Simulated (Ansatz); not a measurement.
A structure relaxed at PBE0-D4/def2-TZVP, charge 0, multiplicity 1:

```xyz
11

C    -2.491    1.343   -0.980
C    -1.617    1.062   -0.191
B    -0.503    0.692    0.749
B     0.954    0.130    0.198
C     1.340   -1.370    0.004
H    -3.268    1.596   -1.665
H    -0.698    0.829    1.927
H     1.815    0.947   -0.019
H     2.001   -1.614    0.850
H     1.951   -1.530   -0.889
H     0.515   -2.084    0.016
```

(1) Give its formula and SMILES.

(2) Summarise the bond lengths by kind.

## Answers

(1) C3H6B2, `C#CBBC`.

(2) 1 × C–C 1.210 Å; 4 × C–H 1.066 to 1.101 Å; 2 × B–C 1.504 to 1.561 Å; 1 × B–B 1.657 Å; 2 × B–H 1.202 to 1.207 Å.

Results of the Gaussian-basis code of Ansatz.
